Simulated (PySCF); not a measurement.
C₂H₄N₂OSi, SMILES N1=CC=N[SiH]1O. Coordinates come from a PBE-D3(BJ)/def2-SVP optimisation. The structure was generated by enumeration, and PubChem lists no compound with its InChIKey, so it may never have been made. One conformer was computed; it need not be the lowest.

The numbers are results of PBE-D3(BJ)/def2-SVP run with PySCF 2.14.0, not measurements.

Harmonic wavenumbers (cm⁻¹): 144, 169, 289, 405, 458, 507, 617, 688, 714, 741, 829, 846, 868, 882, 928, 981, 1265, 1284, 1578, 1643, 2240, 2981, 2996, 3768. Rotational constants (GHz): 5.902, 2.799, 2.156; symmetry number 1.

Task: Work out the zero-point energy and the ideal-gas rigid-rotor harmonic-oscillator thermochemistry at 298.15 K and 1 atm.

Result: ZPE = ½ Σ hcν = ½ × 27821 cm⁻¹ = 39.77 kcal/mol. H − E(el) = 44.23 kcal/mol. Entropy in cal/(mol K): translation 39.72, rotation 26.60, vibration 11.29, total 77.62. G − E(el) = 21.09 kcal/mol. Cp = 24.42 cal/(mol K). Modes under 150 cm⁻¹ make the vibrational entropy uncertain.
